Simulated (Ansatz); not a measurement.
Relaxation of FGaH3O (6 atoms, charge 0, multiplicity 2), to a largest force component of 0.03 eV/Å in at most 50 steps.

The calculation used Ansatz 0.2.0, UKS B3LYP/def2-SVP.

```xyz
6
Properties=species:S:1:pos:R:3:forces:R:3
Ga 0.102 0.024 0.379 -0.06 0.94 -0.62
H 0.109 -1.354 1.205 0.10 -1.31 0.42
H 1.455 0.425 -0.281 0.00 0.00 0.01
O -1.359 -0.283 -0.655 0.07 0.02 0.03
H -2.200 -0.219 -0.178 -0.02 0.00 0.01
F -0.357 0.560 2.023 -0.09 0.36 0.14
```

Question: Where does it end, and by what steps?

Answer: The forces met the threshold. After 9 steps the energy has fallen by 0.314 eV; H2 moved furthest, 0.61 Å.

```csv
step,energy less start (eV),largest force component (eV/Å),accepted
0,0.0000,1.315,yes
1,-0.1416,0.671,yes
2,-0.2280,0.703,yes
3,-0.2539,0.628,yes
4,-0.2801,0.544,yes
5,-0.3035,0.455,yes
6,-0.2556,1.600,no
7,-0.3140,0.051,yes
8,-0.3144,0.032,yes
9,-0.3144,0.008,yes
```

```xyz
6
Properties=species:S:1:pos:R:3
Ga 0.178 0.127 0.504
H -0.191 -1.579 0.724
H 1.544 0.466 -0.146
O -1.282 -0.404 -0.530
H -2.104 -0.424 -0.009
F -0.395 0.968 1.950
```

Whether the end is a true minimum wasn't checked by a vibrational analysis.

Time of the run: 28 s on 2 threads of Arm Neoverse V1, on a shared host, peak memory 0.2 GiB.
